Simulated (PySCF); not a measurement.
# Electronic absorption of C3H9AsSi2

C3H9AsSi2.
Structure used (PBE0-D3(BJ)/def2-SVP), in Å, numbered top down from 1:
```xyz
15
C3H9AsSi2 angstrom
C      2.7271    1.4738   -0.2371
C      1.8535    0.3352   -0.0306
C      1.1212   -0.6243    0.1455
Si    -0.0844   -1.9632    0.4308
As    -1.9594   -0.9314    1.4502
Si    -2.2181    0.5756   -0.3612
H      3.7397    1.2673    0.1430
H      2.3425    2.3633    0.2859
H      2.8093    1.7179   -1.3077
H     -0.4367   -2.6125   -0.8673
H      0.4861   -2.9906    1.3518
H     -2.9472   -1.9318    0.8542
H     -1.3751    1.7775   -0.0927
H     -3.6522    0.9935   -0.4200
H     -1.8289   -0.0087   -1.6819
```

The calculation used TDDFT B3LYP/def2-SVPD, vertical, gas phase, core orbitals frozen in the response in PySCF. Relativistic effects, spin–orbit coupling among them, are left out although an element past zinc is present.

```json
{"state": "S1", "E (eV)": "5.53", "E (kJ/mol)": "533", "λ (nm)": "224.4", "f": "0.0073", "main configurations (H = HOMO, L = LUMO)": "H→L+1 (56%), H→L (22%), H-1→L+1 (8%)"}
{"state": "S2", "E (eV)": "5.60", "E (kJ/mol)": "541", "λ (nm)": "221.2", "f": "0.072", "main configurations (H = HOMO, L = LUMO)": "H→L (57%), H→L+1 (9%), H→L+3 (9%)"}
{"state": "S3", "E (eV)": "5.76", "E (kJ/mol)": "556", "λ (nm)": "215.1", "f": "0.012", "main configurations (H = HOMO, L = LUMO)": "H-2→L (52%), H-1→L (28%), H→L+1 (8%)"}
{"state": "S4", "E (eV)": "5.83", "E (kJ/mol)": "563", "λ (nm)": "212.5", "f": "0.027", "main configurations (H = HOMO, L = LUMO)": "H→L+3 (57%), H→L+1 (14%), H→L+2 (8%)"}
{"state": "S5", "E (eV)": "5.94", "E (kJ/mol)": "573", "λ (nm)": "208.7", "f": "0.037", "main configurations (H = HOMO, L = LUMO)": "H→L+2 (51%), H-1→L (10%), H→L+3 (10%)"}
{"state": "S6", "E (eV)": "5.98", "E (kJ/mol)": "577", "λ (nm)": "207.4", "f": "0.0076", "main configurations (H = HOMO, L = LUMO)": "H→L+2 (32%), H-1→L (23%), H-2→L (20%)"}
{"state": "S7", "E (eV)": "6.15", "E (kJ/mol)": "594", "λ (nm)": "201.5", "f": "0.0050", "main configurations (H = HOMO, L = LUMO)": "H-1→L+1 (54%), H→L+3 (16%), H-2→L+1 (10%)"}
{"state": "S8", "E (eV)": "6.44", "E (kJ/mol)": "621", "λ (nm)": "192.5", "f": "0.028", "main configurations (H = HOMO, L = LUMO)": "H-1→L+3 (55%), H-1→L+1 (15%), H→L+4 (8%)"}
{"state": "S9", "E (eV)": "6.48", "E (kJ/mol)": "626", "λ (nm)": "191.2", "f": "0.043", "main configurations (H = HOMO, L = LUMO)": "H-2→L+1 (33%), H-2→L+3 (22%), H→L+4 (20%)"}
{"state": "S10", "E (eV)": "6.58", "E (kJ/mol)": "635", "λ (nm)": "188.5", "f": "0.016", "main configurations (H = HOMO, L = LUMO)": "H-1→L+2 (42%), H→L+5 (30%), H→L+4 (9%)"}
```

Triplets (Tamm–Dancoff): T1 4.73 eV, H→L (43%), H-1→L (14%), H-2→L+1 (8%); T2 5.06 eV, H→L+1 (48%), H-2→L+1 (11%), H→L (10%); T3 5.11 eV, H→L (16%), H→L+1 (16%), H-1→L+3 (13%); T4 5.25 eV, H→L+3 (22%), H→L+1 (16%), H-1→L (14%).

The lowest singlet lies at 5.53 eV (224 nm, ultraviolet) and is weak; its leading configuration is HOMO→LUMO+1 (56%). The strongest level in the table is S2 at 5.60 eV (221 nm, f = 0.072). Löwdin shares by element: HOMO arsenic 50%, carbon 17% or more, silicon 11% or more (atoms not listed hold the other 22%); LUMO carbon 31% or more, arsenic 21%, silicon 19% or more (atoms not listed hold the other 30%). Of the 10 states listed, 7 reach f = 0.01 and none stays under 0.0005. The oscillator strengths of these states sum to 0.256; summed over the whole spectrum of an exact calculation they would give the number of electrons, 88 (Thomas–Reiche–Kuhn). Weighted by f, the mean energy of these states is 6.01 eV. No computed singlet lies in the visible range (380 to 750 nm); the lowest, at 224 nm, stands 2.26 eV above its violet end (3.26 eV). The vertical ionisation energy (ΔSCF) is 8.79 eV, 2.21 eV above S10. Singlets were solved by full linear response, triplets in the Tamm–Dancoff approximation.

One conformer stands for the species.
